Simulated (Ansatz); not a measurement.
Input for Ansatz (a program for electronic structure): R-wB97X-V/def2-TZVPPD on FH3S (a complex), monomers drawn apart or pushed together. Files ending in .json are basis or fitting sets from the Basis Set Exchange.

Ansatz 0.2 input:
```yaml
crystal:
  periodic: [false, false, false]
  atoms:
    - {symbol: F, position_ang: [-0.32197108, 1.22989124, 0.10261259]}
    - {symbol: H, position_ang: [-0.03851373, 0.65189799, 0.78659770]}
    - {symbol: S, position_ang: [0.51015621, -0.91904035, 2.75543099]}
    - {symbol: H, position_ang: [-0.06795841, -0.11441664, 3.66303718]}
    - {symbol: H, position_ang: [-0.60870397, -1.64482072, 2.59179376]}
basis:
  gaussian:
    orbitals: def2-TZVPPD.json
hamiltonian:
  xc: {name: wB97X-V}
scf: {lower_state_search: off}
```

The log:

```
WARN ansatz: RAYON_NUM_THREADS=2 ignored (pool sized by the plan → 2); use --threads N
Functional definition: wB97X-V
these checks for a lower state are left out or cut short: stability, starts, cluster_reference, orbital_swaps, neighbouring_geometries, increment
integrals: 0.06 GiB planned
713 factors; their error is unknown
integrals: 0.09 GiB planned
189 factors; integrals over basis functions are off by at most 3.8e-5 eV
mean field: 0.55 GiB planned
mean field evaluation 1: about -13598.8025 eV, gradient 3.1e1 eV
mean field evaluation 2: about -13598.9438 eV, gradient 3.5e1 eV
mean field evaluation 4: about -13600.4376 eV, gradient 7.9e-1 eV
mean field evaluation 8: about -13600.4607 eV, gradient 1.8e-1 eV
mean field evaluation 16: about -13600.4607 eV, gradient 1.0e-5 eV
mean field -13600.46073125 eV, -499.8077131502 hartree, gradient 5.6e-6 eV, S^2 0.000000; 0 other end points of the search recorded, 0 dependent functions left out
reference -13600.46072837 eV, -499.8077130443 hartree; 14, 14 occupied and 128, 128 virtual orbitals, 713 factors
Total energy: -13600.46072837 eV, -499.8077130443 hartree
Checks for a lower state left out: stability, starts, cluster_reference, orbital_swaps, neighbouring_geometries, increment
```

Self-consistency was reached.

Cost: around 2.6 core-seconds (rough).
